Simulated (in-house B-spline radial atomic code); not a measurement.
Correlation energy from the adiabatic connection: −Z/r, Z = 0.5, wall at 8 bohr

Two electrons in a singlet, external potential −Z/r, Z = 0.5, wall at 8 bohr (atomic units). Full CI in B-splines (partial waves to l = 8, correlation up to 0.6 % small) with the density held fixed gives W(λ) = <V_ee>_λ − U, and E_c is the integral of W(λ) − W(0) from 0 to 1.

```csv
λ,W(λ) − W(0) (hartree)
0,0.00000
0.02,-0.00190
0.05,-0.00462
0.12,-0.01040
0.25,-0.01940
0.4,-0.02766
0.6,-0.03621
0.8,-0.04282
1,-0.04809
```

(1) Integrate the table by the trapezoid rule.

(2) Now use only three numbers: W(0) = -0.25576, the initial slope W'(0) = -0.09688 (extrapolated from the first points) and the strong-coupling limit of the point-charge-plus-continuum model, W∞ = -0.28881. What do second-order theory and the interpolation W(λ) = W∞ + (W(0) − W∞)/√(1 + 2χλ) of Seidl, Perdew and Levy give?

Answers

(1) The strips give -0.00002, -0.00010, -0.00053, -0.00194, -0.00353, -0.00639, -0.00790, -0.00909, which sum to -0.02949 hartree. The direct value, W(1) − W(0) + T_c with T_c = 0.01847, is -0.02962; the curve is convex, so chords lie above it and the trapezoids fall short in size by 0.45 %.

(2) Second order keeps the slope alone: E_c = W'(0)/2 = -0.04844, +64 % in size against -0.02962. Matching the slope fixes χ = W'(0)/(W∞ − W(0)) = -0.09688/(-0.03305) = 2.93132. Integrating, with s = √(1 + 2χ) = 2.619663, E_c = −(W(0) − W∞)(s − 1)/(s + 1) = −0.03305 × 1.619663/3.619663 = -0.01479 hartree, -50.1 % in size against the full result. At λ = 1 the formula gives W − W(0) = -0.02043 against -0.04809. Part of the miss can come from the model's W∞, which here lies above the computed W at λ = 10, -0.34609.
